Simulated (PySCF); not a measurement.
# Computed records: FH$_{5}$Si$_{2}$

Computed with PySCF 2.14.0. Calculation on a computer-drawn molecule: the log of a Hartree-Fock and frozen-core CCSD(T) single point meant for a local Hartree-Fock minimum, with one planted fault or none, to be diagnosed. Offsets are logged minus clean, where the clean run is the same molecule without the fault. The reference is restricted for singlets and unrestricted otherwise, and also for a bond in bohr or an excited solution. Adding or removing an electron swaps singlet and doublet. The excited solution moves the top pair (singlet) or top alpha electron (doublet) to the lowest empty orbital. Highest occupied and lowest empty are orbital energies over both spins, largest force is the largest gradient component, triples share is (T) over the correlation energy, the T1 limit is 0.02 restricted and 0.045 unrestricted, electrons count all cores, a negative frequency is imaginary (commonest isotopes), and the dipole is about the centre of nuclear charge.

```xyz
8
formula=FH5Si2 meant_charge=0 meant_multiplicity=1 meant_basis=cc-pV(D+d)Z logged_electrons=42 logged_basis_functions=85 logged_SCF_converged=yes logged_spin_squared=0.9387 logged_highest_occupied=-9.0469 logged_lowest_empty=1.082 logged_largest_force=0.00485 logged_T1_diagnostic=0.045903 logged_D1_diagnostic=0.27402 logged_triples_share=0.021773 logged_CC_converged=yes logged_dipole_magnitude=0.44148 logged_SCF_stable_within_its_kind=yes logged_energy_HF=-680.1149 logged_energy_CCSD(T)=-680.52712 possible_faults=no_fault,one_electron_removed,one_electron_added,multiplicity_raised_by_two,geometry_at_a_saddle_point,SCF_held_on_an_excited_solution,minimal_basis_STO-3G,one_bond_length_entered_in_bohr,all_coordinates_scaled planted_fault=one_bond_length_entered_in_bohr,row_1_of_the_drawn_bonds HF_energy_offset_from_clean_run=98.66 CCSD(T)_energy_offset_from_clean_run=119.4
F     -1.7883     0.9642    -1.6677
Si    -0.4063     3.3251    -0.2780
Si     1.6178     2.5727     0.6753
H     -1.3379     3.8407     0.7453
H     -0.1788     4.3663    -1.3002
H      1.3515     1.5121     1.6746
H      2.2817     3.7164     1.3471
H      2.5147     2.0424    -0.3776
```

Units: logged_highest_occupied, logged_lowest_empty in eV; logged_largest_force in hartree/bohr; logged_dipole_magnitude in debye; logged_energy_HF, logged_energy_CCSD(T) in hartree; HF_energy_offset_from_clean_run, CCSD(T)_energy_offset_from_clean_run in kcal/mol.

Drawn bonds:
```
atom  other atom  order
   1           2      1
   2           3      1
   2           4      1
   2           5      1
   3           6      1
   3           7      1
   3           8      1
```

Notes: T1 above single-reference limit.
